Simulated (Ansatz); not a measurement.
MgSe2⁻, relaxed as a doublet with UKS PBE0-D4/def2-TZVPD in Ansatz, starting from the GFN1-xTB geometry. Force threshold 0.02 eV/Å.

The relaxation made no stability test and no search for a lower SCF solution. The structure comes from a short search, and lower isomers may exist.

Start:

```xyz
3

Mg    0.001   -0.006    0.003
Se   -1.571    0.909    1.459
Se    1.571   -0.903   -1.462
```

(1) Estimate the energy that the relaxation releases and the steps that it takes.

(2) Does the start keep its bonding and symmetry?

(3) Predict the relaxed structure.

Results:

(1) 2.8 kJ/mol, in 3 steps; 10 s on 4 threads of Arm Neoverse V1 on a shared host. No frequencies were taken in this run, so the end may be a saddle point.

(2) By distances, no bond broke or formed. The bond that changes most is Mg1–Se3, from 2.33 to 2.38 Å (atoms count from 1). Point group D∞h at the start, D∞h at the end, both within 0.05 Å.

(3) 
Cartesian coordinates in Å:
```
Mg 0.000 -0.003 0.002
Se -1.606 0.927 1.492
Se 1.606 -0.925 -1.494
```
Bond lengths: 2 × Mg–Se 2.38 Å.
